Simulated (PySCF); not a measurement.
## How methods differ on the excitation energy of S⁺

S⁺ [Ne] 3s2 3p3 (4S) → S⁺ [Ne] 3s1 3p3 3d1 (6D), as a difference of total energies. Calculation: PySCF 2.14, in aug-cc-pwCVDZ (6s5p3d, 36 functions); no relativity, point nucleus. Correlated levels: valence: [Ne] frozen; valence and next inner shell: 1s2 frozen; nothing frozen. The calculations carry no spin-orbit coupling.

```tsv
method	excitation energy (eV)
UHF	18.756
LDA	20.911
PBE	20.674
PBE0	20.555
r2SCAN	20.075
B97-3	21.009
CAM-B3LYP	21.325
revPBE	20.539
BLYP	21.311
MP2 (valence)	20.256
SCS-MP2 (valence)	20.506
MP2 (valence and next inner shell)	20.487
SCS-MP2 (valence and next inner shell)	20.682
MP2 (all electrons)	20.484
SCS-MP2 (all electrons)	20.680
```

Task: How much does correlation contribute at MP2 (all electrons)?

Result: 20.484 − (18.756) = 1.728 eV, measured against UHF.

The promoted electron is Rydberg-like, and one or two diffuse shells describe it only roughly, which tends to raise the upper state.
